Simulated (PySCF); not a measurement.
C₂Hf, SMILES [C]1[C][Hf]1 (connectivity only; charge and spin as stated), neutral, multiplicity 1.

Geometry: PBE0-D3(BJ)/def2-TZVP. A frequency run showed that this geometry is not a minimum. The multiplicity is an assumed one; other spin states were not compared. The def2 effective core potentials stand for the cores of Hf; spin–orbit coupling is left out.

Computed with PySCF with PBE0-D3(BJ)/def2-TZVP.

Frequencies are harmonic and unscaled.

```json
[
 {"mode": "1", "ν (cm⁻¹)": "412i", "IR (km/mol)": "5.7", "Raman (Å⁴/amu)": "11.7", "depolarisation": "0.75", "moving atoms (share of kinetic energy)": "C 99 %"},
 {"mode": "2", "ν (cm⁻¹)": "616", "IR (km/mol)": "133.5", "Raman (Å⁴/amu)": "32.2", "depolarisation": "0.72", "moving atoms (share of kinetic energy)": "C 88 %, Hf 12 %"},
 {"mode": "3", "ν (cm⁻¹)": "1854", "IR (km/mol)": "17.5", "Raman (Å⁴/amu)": "60.4", "depolarisation": "0.13", "moving atoms (share of kinetic energy)": "C 100 %"}
]
```
